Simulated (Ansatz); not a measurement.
Reaction (ligand exchange at the Si–C bond): `CN[SiH2]C=O` + CH₃OH → `CN[SiH2]OC` + `C=O`

Calculated with Ansatz (gas phase, PBE0-D4/def2-TZVP geometries, no zero-point term in ΔE). CCSD(T)/CBS adds triple-zeta CCSD(T) − MP2 to the extrapolated MP2 energy (def2 sets, frozen cores). This one scheme is used for every species. DFT in def2-TZVPP. One conformer a species, not always the lowest.

Is it downhill or uphill in electronic energy at CCSD(T)/CBS, and by how much? (Estimate.)

Ansatz gave: Downhill: ΔE = -123.2 kJ/mol.

What do these levels give: r2SCAN-D4, PBE0-D4, B2PLYP, PBE, HF/def2-TZVPP, CCSD(T)/def2-TZVPP? (Best estimate.)

Computed: r2SCAN-D4 -120.2, PBE0-D4 -114.9, B2PLYP -124.9, PBE -107.3, HF/def2-TZVPP -134.4, CCSD(T)/def2-TZVPP -125.1 kJ/mol.

Largest T1 diagnostic among the species: 0.015.

From PBE to PBE0 (25 % exact exchange), in def2-TZVPP and without D4, ΔE moves by −6.2 kJ/mol. In def2-TZVPP, CCSD(T) changes the Hartree–Fock value by +9.2 kJ/mol (the triples alone add +1.4 kJ/mol) and MP2 by +4.5 kJ/mol.
